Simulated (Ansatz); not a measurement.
Reaction (formal exchange of groups at a B–S bond): `BSC` + `C=CCC(F)Cl` → `BCC(F)Cl` + `C=CSC`

Isolated molecules relaxed with PBE0-D4/def2-TZVP in Ansatz; ΔE leaves out vibrations. CCSD(T)/CBS is the MP2 limit (def2-TZVPP, def2-QZVPP) plus CCSD(T) − MP2 in def2-TZVPP, frozen cores. Functionals use def2-TZVPP. One conformer a species, not always the lowest.

```tsv
level	ΔE (kJ/mol)
PBE0-D4	101.6
SCS-MP2/def2-TZVPP	103.2
```

(1) What does CCSD(T)/CBS give? (Estimate.)

Largest T1 diagnostic among the species: 0.014.

Answers

(1) The calculation gave: +103.6 kJ/mol. The listed levels differ from it by -2.0, -0.4 kJ/mol.

In def2-TZVPP, CCSD(T) changes the Hartree–Fock value by +11.9 kJ/mol (the triples alone add +2.0 kJ/mol) and MP2 by +11.1 kJ/mol.
